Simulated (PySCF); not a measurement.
Si(F)2(OMe)(NH2) (CH₅F₂NOSi), SMILES CO[Si](N)(F)F.

Geometry optimised at B3LYP-D3(BJ)/def2-SVP. This is a generated structure with no PubChem entry under its InChIKey; it may be hypothetical. Other conformers were not sampled.

Method: PBE/def2-TZVP run with PySCF.

The molecule is in vacuum.

### Question
Estimate the frontier levels, gap, dipole moment and polarisability. (An estimate is asked for; the answer gives what the named calculation found.)

### Answer

The highest occupied level is -6.80 eV, the lowest empty level is -0.35 eV and the orbital gap is 6.45 eV. The dipole moment is 3.11 D and the quadrupole, principal values (traceless, Buckingham form, about the centre of nuclear charge) is -6.50, -0.88, 7.39 D·Å. The mean static polarisability comes out as 46.4 bohr³ (6.88 Å³) and the polarisability, principal values is 41.7, 45.6, 52.0 bohr³.
